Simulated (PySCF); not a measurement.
Input for PySCF: U-HF/LANL2DZ on FHTe (SMILES F[TeH]), a point of a bond scan (R = 2.121 Å).

```python
from pyscf import gto, scf, dft, mp
from pyscf.data.elements import chemcore

mol = gto.M(
    atom='''
    Te    0.18518663   -0.06058026    0.20051425
    H     1.31186066   -0.30942416   -1.00396715
    F    -1.35582111    0.42889775   -1.17172379
    ''',
    basis='lanl2dz',
    ecp={'Te': 'lanl2dz'},
    charge=0, spin=0, verbose=3, max_memory=1800)
mf = scf.UHF(mol)
mf.conv_tol = 1e-8
mf.max_cycle = 100
mf.init_guess_breaksym = True
mf.kernel()
if not mf.converged:
    mf = mf.newton().run(mf.mo_coeff, mf.mo_occ)
for _ in range(4):
    mo, _, stable, _ = mf.stability(return_status=True)
    if stable:
        break
    mf.kernel(mf.make_rdm1(mo, mf.mo_occ))
```

It printed:

```
converged SCF energy = -107.833848026466  <S^2> = 1.1688213e-06  2S+1 = 1.0000023
<class 'pyscf.scf.uhf.UHF'> wavefunction is stable in the internal stability analysis
```

Self-consistency was reached.

Cost: about 0.5 core-seconds (a rough figure).
